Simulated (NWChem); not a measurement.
## What InH3F− ([InFH3]-) costs in NWChem

The species is InH3F− (5 atoms), meant as a singlet with charge -1. SMILES: `[H][In-]([H])([H])[F]`. The shape comes from GFN2-xTB, which is rough for such elements, and wasn't checked as a minimum.

```jsonl
{"atom": "In", "x (Å)": "0.0017", "y (Å)": "0.0031", "z (Å)": "-0.1344"}
{"atom": "F", "x (Å)": "0.0095", "y (Å)": "-0.0193", "z (Å)": "1.8835"}
{"atom": "H", "x (Å)": "1.6439", "y (Å)": "0.0097", "z (Å)": "-0.5932"}
{"atom": "H", "x (Å)": "-0.8322", "y (Å)": "1.4253", "z (Å)": "-0.5650"}
{"atom": "H", "x (Å)": "-0.8229", "y (Å)": "-1.4189", "z (Å)": "-0.5910"}
```

Program: NWChem 7.3.0. Hardware: 1 thread of Intel Xeon 6975P-C (Granite Rapids), shared host, so times are rough. Two-electron integrals are exact unless an approximation is named.

Estimate their order by wall time, quickest first.
A. gradient at B3LYP/def2-TZVP (core potential), grid fine
B. gradient at BLYP/3-21G, grid xfine
C. gradient at HF/STO-3G

C (2.9 s), B (7.2 s), A (19 s).
